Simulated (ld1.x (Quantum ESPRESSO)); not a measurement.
Transferability test, TM potential for arsenic

| Item | Value |
| --- | --- |
| Element | As (Z = 33) |
| Generator | ld1.x (Quantum ESPRESSO) 7.5 |
| Type | norm-conserving Troullier–Martins (Kleinman–Bylander form) |
| Functional | PBE |
| Relativity | scalar-relativistic |
| Frozen core | [Ar] |
| Valence charge | 15 |
| Reference configuration | 3d10 4s2 4p1 (charge +2) |
| Partial waves | 4s (bound): rc 1.35 bohr; 4p (bound): rc 1.70 bohr; 3d (bound): rc 0.60 bohr |
| Local potential | all-electron potential smoothed inside 1.30 bohr (lloc = -2) |
| Core correction | none |

Energies are relative to the spin-unpolarised reference configuration 3d10 4s2 4p1; without spin polarisation the order of configurations can differ from experiment.

```
valence configuration  charge  ΔE all-electron (eV)  error AE − PS (meV)
         3d10 4s2 4p3       0               -27.067                  +22
         3d10 4s2 4p2      +1               -17.918                 +9.2
         3d10 4s2 4p0      +3                27.703                 +9.0
         3d10 4s1 4p0      +4                78.350                  +89
         3d10 4s1 4p3      +1                -7.811                 +2.7
         3d10 4s1 4p4       0               -17.650                  +11
```

(1) What are ΔE and the potential's error for 3d9 4s2 4p3?

Levels in the configuration 3d10 4s1 4p3:

```
level  all-electron (eV)  pseudo (eV)
   3d            -52.061      -52.233
   4s            -24.260      -24.270
   4p            -14.063      -14.068
```

A Bessel basis up to 400 Ry misses an occupied level by 0.03 Ry, so cutoffs and ghosts were not judged.

Answers

(1) ΔE = 23.763 eV all-electron; the error (AE − PS) is -798 meV.
